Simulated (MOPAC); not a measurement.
Input file for MOPAC: PM3 on CH4GeO (SMILES C[O][GeH]), a point of a torsion scan.

```
PM3 1SCF PRECISE CHARGE=0 THREADS=1
CH4GeO

C     -0.76655763 1    -0.18813607 1     0.04837454 1
O      0.27457778 1     0.73540694 1    -0.14153792 1
Ge     2.02731643 1     0.86385339 1    -0.00086192 1
H     -0.64213350 1    -1.07926484 1    -0.57348862 1
H     -1.70436175 1     0.30184257 1    -0.22464245 1
H     -0.82319337 1    -0.49352774 1     1.09564323 1
H      1.91215355 1     2.49068544 1     0.33046810 1
```

It printed:

```
*******************************************************************************
 **                                                                           **
 **                              MOPAC v23.2.5                                **
 **                                                                           **
 *******************************************************************************
 ** MOPAC's Digital Object Identifier: https://doi.org/10.5281/zenodo.6511958 **
 **                                                                           **
 ** Please cite the open-source release paper for use of this MOPAC version:  **
 ** J. E. Moussa and J. J. P. Stewart (2026)                                  **
 ** MOPAC: An open-source semiempirical molecular orbital program             **
 ** J. Open Source Softw., 11(119), 8025, https://doi.org/10.21105/joss.08025 **
 *******************************************************************************

                              PM3 CALCULATION RESULTS

 *******************************************************************************
 *  PM3        - The PM3 Hamiltonian to be used
 *
 *
 *
 *                 CHARGE ON SYSTEM = 0
 *
 *
 *
 *  PRECISE    - TIGHTER CRITERIA TO BE USED
 *  1SCF       - DO 1 SCF AND THEN STOP
 *  THREADS=1  - MULTI-THREADING NOT USED
 *  T=         - A TIME OF 172800.0 SECONDS REQUESTED
 *  DUMP=N     - RESTART FILE WRITTEN EVERY 7200.0 SECONDS REQUESTED
 *******************************************************************************
PM3 1SCF PRECISE CHARGE=0 THREADS=1
 CH4GeO

   ATOM   CHEMICAL          X               Y               Z
  NUMBER   SYMBOL      (ANGSTROMS)     (ANGSTROMS)     (ANGSTROMS)

     1       C         -0.76655763  *  -0.18813607  *   0.04837454  *
     2       O          0.27457778  *   0.73540694  *  -0.14153792  *
     3      Ge          2.02731643  *   0.86385339  *  -0.00086192  *
     4       H         -0.64213350  *  -1.07926484  *  -0.57348862  *
     5       H         -1.70436175  *   0.30184257  *  -0.22464245  *
     6       H         -0.82319337  *  -0.49352774  *   1.09564323  *
     7       H          1.91215355  *   2.49068544  *   0.33046810  *



          CARTESIAN COORDINATES

    NO.       ATOM           X           Y           Z

     1         C         -0.7666     -0.1881      0.0484
     2         O          0.2746      0.7354     -0.1415
     3        Ge          2.0273      0.8639     -0.0009
     4         H         -0.6421     -1.0793     -0.5735
     5         H         -1.7044      0.3018     -0.2246
     6         H         -0.8232     -0.4935      1.0956
     7         H          1.9122      2.4907      0.3305

  H: (PM3): J. J. P. STEWART, J. COMP. CHEM. 10, 209 (1989).
  C: (PM3): J. J. P. STEWART, J. COMP. CHEM. 10, 209 (1989).
  O: (PM3): J. J. P. STEWART, J. COMP. CHEM. 10, 209 (1989).
 Ge: (PM3): J. J. P. STEWART, J. COMP. CHEM. 12, 320-341 (1991).

           Empirical Formula: C H4 O Ge  =     7 atoms



      MOLECULAR POINT GROUP   :   C1


      RHF CALCULATION, NO. OF DOUBLY OCCUPIED LEVELS = 9


 -------------------------------------------------------------------------------
 PM3 1SCF PRECISE CHARGE=0 THREADS=1
 CH4GeO



     1SCF WAS SPECIFIED, SO BFGS WAS NOT USED
     SCF FIELD WAS ACHIEVED


                              PM3 CALCULATION
                                                       MOPAC v23.2.5 Linux




          FINAL HEAT OF FORMATION =         -8.01611 KCAL/MOL =     -33.53940 KJ/MOL


          COSMO AREA              =        108.67 SQUARE ANGSTROMS
          COSMO VOLUME            =         95.41 CUBIC ANGSTROMS

          IONIZATION POTENTIAL    =          8.477178 EV
          HOMO LUMO ENERGIES (EV) =         -8.477 -0.393
          NO. OF FILLED LEVELS    =          9
          MOLECULAR WEIGHT        =        104.6320         POINT GROUP:  C1

          MOLECULAR DIMENSIONS (Angstroms)

            Atom       Atom       Distance
            H     7    H     4     4.48175
           Ge     3    H     5     2.72562
            H     6    O     2     1.51184


          SCF CALCULATIONS        =          1





   ATOM   CHEMICAL          X               Y               Z
  NUMBER   SYMBOL      (ANGSTROMS)     (ANGSTROMS)     (ANGSTROMS)

     1       C         -0.76655763  *  -0.18813607  *   0.04837454  *
     2       O          0.27457778  *   0.73540694  *  -0.14153792  *
     3      Ge          2.02731643  *   0.86385339  *  -0.00086192  *
     4       H         -0.64213350  *  -1.07926484  *  -0.57348862  *
     5       H         -1.70436175  *   0.30184257  *  -0.22464245  *
     6       H         -0.82319337  *  -0.49352774  *   1.09564323  *
     7       H          1.91215355  *   2.49068544  *   0.33046810  *

                             CARTESIAN COORDINATES

   1    C       -0.766557630    -0.188136070     0.048374540
   2    O        0.274577780     0.735406940    -0.141537920
   3   Ge        2.027316430     0.863853390    -0.000861920
   4    H       -0.642133500    -1.079264840    -0.573488620
   5    H       -1.704361750     0.301842570    -0.224642450
   6    H       -0.823193370    -0.493527740     1.095643230
   7    H        1.912153550     2.490685440     0.330468100


           Empirical Formula: C H4 O Ge  =     7 atoms



      MOLECULAR POINT GROUP   :   C1


                  EIGENVALUES
 -36.18613 -26.11788 -17.17189 -14.96777 -14.87627 -13.04594 -10.94114 -10.41092
  -8.47718  -0.39263   1.62524   2.01911   4.28306   4.82607   4.91025   6.08700


              NET ATOMIC CHARGES AND DIPOLE CONTRIBUTIONS

  ATOM NO.   TYPE          CHARGE      No. of ELECS.   s-Pop       p-Pop
    1          C           0.174523        3.8255     1.11244     2.71304
    2          O          -0.595770        6.5958     1.79757     4.79820
    3         Ge           0.727209        3.2728     1.76783     1.50496
    4          H          -0.011259        1.0113     1.01126
    5          H           0.009796        0.9902     0.99020
    6          H          -0.011633        1.0116     1.01163
    7          H          -0.292866        1.2929     1.29287
 DIPOLE           X         Y         Z       TOTAL
 POINT-CHG.     2.964    -2.648    -0.063     3.975
 HYBRID        -2.442     1.497     0.262     2.876
 SUM            0.522    -1.151     0.199     1.279


          ATOMIC ORBITAL ELECTRON POPULATIONS

     Atom    s        px        py        pz
    1  C   1.11244   0.87745   0.89146   0.94413
    2  O   1.79757   1.41065   1.58286   1.80469
    3 Ge   1.76783   0.54905   0.77828   0.17763
    4  H   1.01126
    5  H   0.99020
    6  H   1.01163
    7  H   1.29287

 **********************
 *                    *
 * JOB ENDED NORMALLY *
 *                    *
 **********************




 == MOPAC DONE ==
```

The run finished.

Cost: very roughly 0.03 core-seconds.
